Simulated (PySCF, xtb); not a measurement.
B(CF3)(H)(OMe) (C2H4BF3O), SMILES COBC(F)(F)F.

GFN2-xTB run with xtb at its own geometry gives an orbital gap of 5.17 eV and a dipole moment of 3.83 D.

Coordinates come from a PBE0-D3(BJ)/def2-SVP optimisation. The values are those of a single conformer.

Question: What does PBE/def2-TZVP (PySCF) give? (Estimate from the structure and the level; the computed values follow.)

Answer: gap 5.23 eV (levels -7.36 and -2.13 eV), dipole 2.13 D.
